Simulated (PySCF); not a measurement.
CH6OSn, SMILES C[O][SnH3]. Atoms are numbered in the order given.

```xyz
9

Sn     0.0303    -0.5913     0.0000
O     -0.6402     1.2958     0.0000
C      0.2577     2.3737     0.0000
H      0.9779    -0.8186    -1.4208
H     -1.4093    -1.5148     0.0000
H      0.9779    -0.8186     1.4208
H      0.9165     2.3952     0.8939
H      0.9165     2.3952    -0.8939
H     -0.3201     3.3153     0.0000
```
Charge 0, spin multiplicity 1.

Geometry: B3LYP-D3(BJ)/def2-SVP. The def2 effective core potentials stand for the cores of Sn; spin–orbit coupling is left out.

These are TDDFT-ωB97X/def2-SVPD (PySCF 2.14.0) values and carry that method's errors.

Vertical excitations. The molecule is in vacuum. State labels are in the subgroup Cs.

| state | symmetry | energy (eV) | λ (nm) | f | main pairs |
|---|---|---|---|---|---|
| S1 | A" | 5.95 | 208 | 0.004 | HOMO→LUMO 85 % |
| S2 | A' | 6.85 | 181 | 0.091 | HOMO−1→LUMO 81 % |
| S3 | A" | 7.22 | 172 | 0.056 | HOMO→LUMO+1 90 % |
| S4 | A" | 7.67 | 162 | 0.005 | HOMO→LUMO+2 90 % |
| S5 | A' | 7.88 | 157 | 0.039 | HOMO−1→LUMO+1 38 %, HOMO−2→LUMO 33 %, HOMO→LUMO+3 16 % |
| S6 | A" | 7.89 | 157 | 0.000 | HOMO−3→LUMO 82 % |
| S7 | A' | 7.92 | 156 | 0.011 | HOMO−2→LUMO 55 %, HOMO−1→LUMO+1 37 % |
| S8 | A' | 8.24 | 150 | 0.118 | HOMO→LUMO+3 49 %, HOMO−1→LUMO+2 31 % |
| S9 | A' | 8.44 | 147 | 0.023 | HOMO−1→LUMO+2 59 %, HOMO→LUMO+3 22 % |
| S10 | A" | 8.52 | 145 | 0.001 | HOMO→LUMO+5 41 %, HOMO→LUMO+4 28 %, HOMO−1→LUMO+3 8 %, HOMO−3→LUMO+1 6 % |
| T1 | A" | 5.56 | 223 | 0 | HOMO→LUMO 79 % |
| T2 | A' | 6.13 | 202 | 0 | HOMO−1→LUMO 78 % |
| T3 | A" | 6.90 | 180 | 0 | HOMO→LUMO+1 64 %, HOMO−3→LUMO+1 12 % |
| T4 | A' | 7.32 | 169 | 0 | HOMO−2→LUMO+1 30 %, HOMO−1→LUMO+1 27 %, HOMO−2→LUMO+4 11 %, HOMO→LUMO+3 8 % |
Triplets are in the Tamm–Dancoff approximation, which puts them higher than full response would, so one can lie above its singlet here.
